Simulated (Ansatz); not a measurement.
C2H8BNSi can be A, `N[SiH]1BCC1`, or B, `CN1BC1[SiH3]`.

Program: Ansatz. Geometries: PBE0-D4/def2-TZVP. ΔE: electronic, gas phase. CBS: MP2 limit from def2 TZ/QZ plus the TZ coupled-cluster correction, frozen cores. DFT in def2-TZVPP. B3LYP here is the variant with VWN-RPA as its local correlation; programs differ in this. One conformer a species, not always the lowest.

A:

```xyz
13

N    -0.0961    1.7817   -1.6270
Si   -0.4738    0.5903   -0.4549
B     0.1013    0.4788    1.4694
C     0.1206   -1.0831    1.2412
C     0.3560   -1.1236   -0.2948
H     0.8183    2.1914   -1.7086
H    -0.6328    1.8852   -2.4711
H    -1.9460    0.3634   -0.5638
H     0.4675    1.1019    2.4204
H    -0.8934   -1.4462    1.4734
H     0.8002   -1.6889    1.8488
H    -0.0475   -1.9903   -0.8212
H     1.4258   -1.0606   -0.5118
```

B:

```xyz
13

C    -0.1867   -1.7045    0.8965
N    -0.7137   -0.4546    0.4741
B    -1.4389    0.6667    0.5016
C    -0.4634    0.4051   -0.7075
Si    1.1750    1.2768   -0.8800
H     0.9009   -1.6501    1.0128
H    -0.6286   -1.9839    1.8545
H    -0.4078   -2.4879    0.1640
H    -2.2424    1.2971    1.0987
H    -0.9006    0.0339   -1.6409
H     2.2795    0.3737   -1.3191
H     1.0617    2.3660   -1.8882
H     1.5650    1.8618    0.4335
```

**Question.** Which is lower in electronic energy at CCSD(T)/CBS, and by how much? (Best estimate.)

**Answer.** Computed: A, by 65.4 kJ/mol.

**Question.** Give E(B) − E(A) in kJ/mol with CCSD/def2-TZVPP, B3LYP-D4, B3LYP, HF/def2-TZVPP, CCSD(T)/def2-TZVPP, CCSD(T)/def2-SVP, B2PLYP. (Estimate.)

**Answer.** Ansatz gave: CCSD/def2-TZVPP 63.6, B3LYP-D4 47.5, B3LYP 46.4, HF/def2-TZVPP 58.5, CCSD(T)/def2-TZVPP 61.1, CCSD(T)/def2-SVP 13.0, B2PLYP 52.3. None reverses the order clearly.

**Question.** Does the order hold for the free energy at 298.15 K (harmonic terms from PBE0-D4)? (Best estimate.)

**Answer.** Computed: Yes: G(B) − G(A) = +54.6 kJ/mol, for one conformer each.

Largest T1 diagnostic: 0.013.

From BLYP to BHLYP (50 % exact exchange), in def2-TZVPP and without D4, E(B) − E(A) moves by +20.3 kJ/mol. At CCSD(T), def2-SVP lies −52.3 kJ/mol from the extrapolated value and def2-TZVPP −4.2 kJ/mol.
